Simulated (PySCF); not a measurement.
Computed IR spectrum (relative IR intensity) of a molecule C3H7NOSi. Geometry optimised at PBE-D3(BJ)/def2-SVP. One conformer was computed; it need not be the lowest. All values below come from PySCF 2.14.0 with PBE-D3(BJ)/def2-SVP. Frequencies are harmonic and unscaled.

Lines under 2 % of the strongest are left out, and lines within 2 cm⁻¹ are merged.

```csv
ν (cm⁻¹),relative intensity
55,2.6
294,8.7
350,41
480,7.0
535,2.8
599,11
702,9.4
814,26
857,12
869,100
896,31
921,16
966,17
1048,2.7
1121,4.5
1416,3.3
1426,3.0
2162,47
2203,40
2262,11
2981,6.1
3074,2.9
3080,2.4
3722,26
```

### Question
Pick the molecule that these values belong to.
A. C/N=C1/OC[SiH2]1
B. CC1=N[Si@H](C)O1
C. C[C@@H](C#N)[SiH2]O
D. C#C[Si@@](C)(N)O

### Answer
C, C[C@@H](C#N)[SiH2]O
